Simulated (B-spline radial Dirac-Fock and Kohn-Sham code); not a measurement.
# Dipole and non-dipole photoemission parameters of Ru²⁺ 2p1/2

System: the Ru²⁺ ion in the configuration [Kr] 4d6; threshold 2993.8 eV (orbital energy of the model). These are calculated numbers from a radial B-spline solver; the model is Dirac-Hartree-Slater photoionisation with a Latter tail; cross sections with all multipoles, angular parameters from the dipole term and its interference with E2.

Input of the calculation (task.json; shells as n, l, electrons):

```json
{"items": [{
  "Z": 44,
  "q": 2,
  "cfg": [[1, 0, 2], [2, 0, 2], [2, 1, 6], [3, 0, 2], [3, 1, 6], [3, 2, 10], [4, 0, 2], [4, 1, 6], [4, 2, 6]],
  "A": 102,
  "rrms": 4.4809,
  "do": "xps",
  "hv": [66.7, 79.1, 82.4, 83.7, 86.6, 150, 155.0, 200, 209.0, 221.0, 265.0, 300, 394.0, 600, 888.0, 942.0, 1150.0, 1980.0, 2030.0, 3900.0, 4000, 4700.0, 5360.0, 5450.0, 5520.0, 5640.0, 6190.0, 9251.7, 12000, 15000]
}]}
```

Run with: `python xray2_run.py task.json out`

For linearly polarised light dσ/dΩ = σ/(4π) [1 + β P₂(cos θ) + (δ + γ cos²θ) sin θ cos φ], with θ from the polarisation vector and φ the angle between the beam and the projection of the electron momentum on the plane normal to the polarisation.

| hν (eV) | σ (kb) | β | γ | δ |
| --- | --- | --- | --- | --- |
| 3900 | 46.0 | 1.399 | 0.026 | 0.022 |
| 4000 | 43.0 | 1.409 | 0.069 | 0.024 |
| 4700 | 27.7 | 1.438 | 0.338 | 0.035 |
| 5360 | 19.3 | 1.434 | 0.544 | 0.044 |
| 5450 | 18.4 | 1.432 | 0.569 | 0.045 |
| 5520 | 17.7 | 1.430 | 0.588 | 0.046 |
| 5640 | ? | ? | ? | ? |
| 6190 | 12.8 | 1.412 | 0.757 | 0.054 |
| 9251.7 | 3.90 | 1.297 | 1.299 | 0.093 |
| 12000 | 1.76 | 1.197 | 1.613 | 0.128 |
| 15000 | 0.870 | 1.101 | 1.854 | 0.167 |

Problem. Give the values at 5640 eV.

Solution. σ = 16.7 kb, β = 1.428, γ = 0.621, δ = 0.047.
